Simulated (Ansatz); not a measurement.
`[CH3][SnH]([CH3])[OH]`, charge 0, multiplicity 1.

Give a relaxed structure at PBE0-D4/def2-TZVP (Ansatz). (An estimate is asked.)

Computed: 
```xyz
12

C     1.0903   -0.7270    1.4047
Sn   -0.4795    0.1855    0.2957
C    -0.4632   -0.3275   -1.7788
O    -0.0457    2.1113    0.4355
H     1.0473   -0.3950    2.4418
H     1.0058   -1.8138    1.3728
H     2.0489   -0.4314    0.9774
H    -2.0343   -0.0459    0.9923
H    -0.6233   -1.3989   -1.9088
H    -1.2507    0.2123   -2.3052
H     0.5011   -0.0567   -2.2096
H    -0.7968    2.6872    0.2822
```
This is one stationary point; other conformers may exist.
